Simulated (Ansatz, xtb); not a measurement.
# Two isomers of C8H10

Structure a: `Cc1ccccc1C`, a singlet. Structure b: `Cc1ccc(C)cc1`, a singlet. Both are isolated molecules in the gas phase, relaxed with PBE-D3(BJ)/def2-SVP.

Q: Which of the two would you expect CCSD(T)/def2-SVP + ΔMP2/def2-TZVPP electronic energies to favour?

A: Too close to call at this level: CCSD(T)/def2-SVP + ΔMP2/def2-TZVPP gives E(b) − E(a) = +0.42 kcal/mol.

The same difference at several levels:

```tsv
level	geometry	E(b) − E(a) (kcal/mol)	departure from the last row (kcal/mol)	job, with rough time for the two
GFN2-xTB	GFN2-xTB	−0.10	−0.52	optimisation, 0.17 s
HF/STO-3G	GFN2-xTB	−0.57	−0.99	single point, 0.58 s
r2SCAN-D4/def2-SVP	GFN2-xTB	+0.51	+0.08	single point, 3.3 s
PBE-D3(BJ)/def2-SVP	PBE-D3(BJ)/def2-SVP	+0.52	+0.09	optimisation, 16 s
HF/def2-SVP	PBE-D3(BJ)/def2-SVP	−0.61	−1.04	part of the CCSD(T) run
MP2/def2-SVP	PBE-D3(BJ)/def2-SVP	+0.25	−0.18	part of the CCSD(T) run
CCSD(T)/def2-SVP	PBE-D3(BJ)/def2-SVP	+0.12	−0.31	single point
CCSD(T)/def2-SVP + ΔMP2/def2-TZVPP	PBE-D3(BJ)/def2-SVP	+0.42		single point, 88 s
```

As drawn, both hold the same kinds of bond in the same numbers.

The largest departure from CCSD(T)/def2-SVP + ΔMP2/def2-TZVPP is that of HF/def2-SVP, 1.04 kcal/mol. A small imaginary or near-zero mode remains, so no thermal terms are given. The last row adds to CCSD(T) the change of the MP2 difference between the two basis sets, here +0.31 kcal/mol.

The correlated steps freeze 8 core orbitals. Programs: Ansatz 0.2.0, xtb 6.7.1; the last row on 4 threads of Intel(R) Xeon(R) Platinum 8259CL CPU @ 2.50GHz (Skylake/Cascade Lake) on a shared host.
